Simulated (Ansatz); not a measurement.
CaCl2 (SMILES [Cl][Ca][Cl]), singlet, geometry from GFN2-xTB (such geometries of metal compounds can be far from the true shape); PBE0/cc-pVTZ in Ansatz (a program for electronic structure).

Ansatz was given this input:
Ansatz 0.2 input:
```yaml
crystal:
  periodic: [false, false, false]
  atoms:
    - {symbol: Ca, position_ang: [0.20833325, -0.77248415, -0.00231624]}
    - {symbol: Cl, position_ang: [1.27221329, 0.83465715, -1.36523888]}
    - {symbol: Cl, position_ang: [-1.51731124, 0.07414773, 1.36796387]}
basis:
  gaussian:
    orbitals: cc-pVTZ
hamiltonian:
  xc: pbe0
scf: {lower_state_search: light}
```

What the program printed (banner, timings and long lists left out):

```
Functional definition: PBE0
964 factors; their error is unknown
mean field evaluation 1: about -43474.3136 eV, gradient 2.6e1 eV
mean field evaluation 2: about -43473.3944 eV, gradient 3.5e1 eV
mean field evaluation 4: about -43476.3507 eV, gradient 1.2e0 eV
mean field evaluation 8: about -43476.5520 eV, gradient 4.9e-2 eV
mean field -43476.55201240 eV, -1597.7338169902 hartree, gradient 5.2e-5 eV, S^2 0.000000; 0 other end points of the search recorded, 0 dependent functions left out
reference -43476.55205773 eV, -1597.7338186560 hartree; 27, 27 occupied and 84, 84 virtual orbitals, 964 factors
Total energy: -43476.55205773 eV, -1597.7338186560 hartree
```
